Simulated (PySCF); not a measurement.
## Polarisability and C₆ of Kr (krypton, neutral)

[Kr], closed-shell 1S. Calculation: PySCF 2.14, in aug-cc-pVTZ-PP with one added diffuse shell each of s, d, f type with ECP10MDF (7s5p5d3f, 68 functions); a scalar-relativistic core potential. Coupled (time-dependent) response in atomic units; α is the mean over directions.

| method | mean α (bohr³) | C₆ (like pair) | S(−4) |
| --- | --- | --- | --- |
| UHF | 16.42 | 125.4 | 52.15 |
| PBE | 18.25 | 142.1 | 73.05 |
| PBE0 | 17.44 | 134.7 | 63.01 |
| r2SCANh | 17.26 | 136.7 | 57.81 |
| HSE06 | 17.51 | 135.5 | 63.60 |

S(−4) is the Cauchy moment in α(ω) = α(0) + S(−4) ω² + …

Reference α: 16.78 ± 0.02 bohr³ (recommended; Schwerdtfeger and Nagle, table of static dipole polarizabilities (2023 update)). Published C₆: 130.0 (Chu and Dalgarno (2004); Tang, Norbeck and Certain (1976)).

α(iu) at HSE06:

| u (hartree) | α(iu) (bohr³) |
| --- | --- |
| 0 | 17.51 |
| 0.0500 | 17.36 |
| 0.100 | 16.91 |
| 0.200 | 15.39 |
| 0.300 | 13.50 |
| 0.500 | 9.964 |
| 0.750 | 6.826 |
| 1.00 | 4.841 |
| 1.50 | 2.725 |
| 2.00 | 1.727 |
| 3.00 | 0.8732 |
| 5.00 | 0.3581 |

A single London oscillator, α(iu) = α/(1 + u²/ω²), gives C₆ = (3/4) ω α². Matching the computed C₆ needs ω = 4 × 135.5 / (3 × 17.51²) = 0.589 hartree.

Energies and moments cover only the electrons outside the core potential.
